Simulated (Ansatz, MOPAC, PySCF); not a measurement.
System: InH$_{2}$, net charge 0, doublet state. SMILES: [InH2]
Geometry from a B3LYP-D3(BJ)/def2-TZVP (Ansatz, a quantum-chemistry and plane-wave program) optimisation:
```
In
H 1 1.7731
H 1 1.7731 2 119.92
```
Charge 0, spin multiplicity 2.

Wanted: vertical ionisation energy to the singlet, in eV. Set-up: def2 sets with scalar-relativistic core potentials past Kr; no spin-orbit coupling; no dispersion term unless named; each state is the SCF solution reached for its charge and spin; LANL2DZ with its own core potentials from Na on; UHF or UKS for open shells; 6-31G* and kin with 6d, 5d where marked. First-principles rows: single points at B3LYP-D3(BJ) geometries (Ansatz). Semi-empirical rows: differences of heats of formation at the shared geometry for vertical values.

| species | coefficient | E at B3LYP/6-31G* with LANL2DZ past Ar (Ansatz), Eh | E at M06-2X/def2-TZVPD (PySCF), Eh | heat of formation at AM1 (MOPAC), kcal/mol |
|---|---|---|---|---|
| charge 1, singlet | +1 | -2.72580 | -190.91415 | 249.43 |
| charge 0, doublet | -1 | -3.01300 | -191.19603 | 62.12 |

 1 Eh = 27.2114 eV and 1 eV = 23.0605 kcal/mol.

Question: Compute it at each level from the table.

Answer: 
- B3LYP/6-31G* with LANL2DZ past Ar: the sum of coefficient times E is 0.28720 Eh, or 7.815 eV. Result: 7.82 eV.
- M06-2X/def2-TZVPD: the sum of coefficient times E is 0.28188 Eh, or 7.670 eV. Result: 7.67 eV.
- AM1: the sum of coefficient times heat of formation is 187.31 kcal/mol, or 8.12 eV.
